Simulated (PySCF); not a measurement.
# What a mistake does to a calculation on B2H6NSi cation

Calculated results; nothing here was measured. The program is PySCF 2.14.0, an open-source quantum chemistry code, run on an isolated molecule that a program drew, which may never have been made. The molecule is B2H6NSi cation (charge +1, singlet), drawn as the SMILES string `BB[SiH+]N`.

Each row is a Hartree-Fock (HF) and frozen-core CCSD(T) single point in the cc-pV(D+d)Z basis, meant for a local HF minimum. Run 1 is clean. Each other run has one planted mistake out of seven kinds, and not every kind appears here: one electron removed, one electron added, multiplicity raised by two, geometry at a saddle point, minimal basis STO-3G, one bond length entered in bohr, all coordinates scaled. The reference is restricted for singlets and unrestricted otherwise, and also for a bond in bohr. Adding or removing an electron swaps singlet and doublet. Electrons count all cores. HOMO and LUMO are orbital energies over both spins, the gradient is its largest component, and the lowest frequency (negative if imaginary) is given only where the gradient is small. Bond lengths are over the 9 bonds as drawn. T1 is the CCSD diagnostic: over 0.02 (restricted) or 0.045 (unrestricted) a single reference is doubtful.

Geometry of the clean run:
```xyz
10
B2H6NSi cation, angstrom
B    -0.9326   -2.4006    0.2875
B     0.4715   -1.4878    0.4258
Si    0.5275    0.5210    0.6789
N     0.4094    1.2371    2.1505
H    -1.4363   -2.8708    1.2662
H    -1.4300   -2.5874   -0.7843
H     1.5588   -1.9856    0.3640
H     0.6840    1.4819   -0.4149
H     0.4580    2.2338    2.2858
H     0.2935    0.7444    3.0200
```

```
run,electrons,basis functions,<S^2>,HOMO (eV),LUMO (eV),gradient (hartree/bohr),lowest frequency (cm^-1),mean bond (Å),longest bond (Å),T1,HF (hartree),CCSD(T) (hartree),mistake
1,36,95,0.000,-16.42,-4.02,4.1e-06,66,1.3794,2.025,0.0167,-395.97647,-396.44991,no fault
2,36,95,2.021,-12.86,-6.63,7.1e-02,-,1.3794,2.025,0.0242,-395.85112,-396.31915,multiplicity raised by two
3,36,95,0.000,-16.21,-5.50,3.8e-05,-388,1.3930,2.072,0.0163,-395.95715,-396.42891,geometry at a saddle point
4,37,95,0.759,-5.84,1.42,7.2e-02,-,1.3794,2.025,0.0211,-396.15408,-396.65012,one electron added
5,36,95,0.880,-15.47,-4.95,9.5e-03,-,1.5242,2.767,0.0386,-395.86661,-396.32714,?
6,36,95,0.000,-16.49,-3.99,1.2e-02,-,1.3629,2.001,0.0163,-395.97516,-396.44677,?
```

**Which mistake was planted in run 5, and what did it cost?**

The mean bond changes by a factor of 1.105 and the longest by 1.366, so the molecule wasn't scaled as a whole. A length L in bohr read as angstrom grows by (1/0.5292 - 1) L = 0.890 L. The 9 bonds together grew by 9 x 0.1448 = 1.303 Å, which gives L = 1.465 Å. That is bond Si3-H8, 1.464 Å in the clean geometry. So the mistake is: one bond length entered in bohr. Subtracting run 1 and multiplying by 627.51 kcal/mol a hartree, the energy moved by 68.9 kcal/mol in HF and 77.0 kcal/mol in CCSD(T).

**Which mistake was planted in run 6, and what did it cost?**

The mean and the longest bond both change by the same factor, 0.988, and the gradient is no longer small. So the mistake is: all coordinates scaled. Subtracting run 1 and multiplying by 627.51 kcal/mol a hartree, the energy moved by 0.8 kcal/mol in HF and 2.0 kcal/mol in CCSD(T).

